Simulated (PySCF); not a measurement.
**Ar⁺: excitation energy**

Ar⁺ [Ne] 3s2 3p5 (2P) → Ar⁺ [Ne] 3s2 3p4 3d1 (high-spin determinant), as a difference of total energies. Computed with PySCF 2.14 in aug-cc-pVTZ-DK, with scalar relativity by spin-free X2C-1e. Correlated levels: valence: [Ne] frozen. The calculations carry no spin-orbit coupling.

| method | excitation energy (eV) |
| --- | --- |
| UHF | 16.966 |
| LDA | 17.700 |
| PBE | 17.384 |
| PBE0 | 17.467 |
| r2SCAN | 17.580 |
| wB97X | 17.937 |
| MN15 | 18.040 |
| BHandHLYP | 17.667 |
| M06-2X | 17.887 |
| MP2 (valence) | 17.779 |
| SCS-MP2 (valence) | 17.872 |

Problem. How much does correlation contribute at MP2 (valence)?

Solution. 17.779 − (16.966) = 0.813 eV, measured against UHF.

The promoted electron is Rydberg-like, and one or two diffuse shells describe it only roughly, which tends to raise the upper state.

The determinant of the upper state mixes LS terms, which raises its energy above the lowest term, most at the Hartree-Fock and MP2 levels.
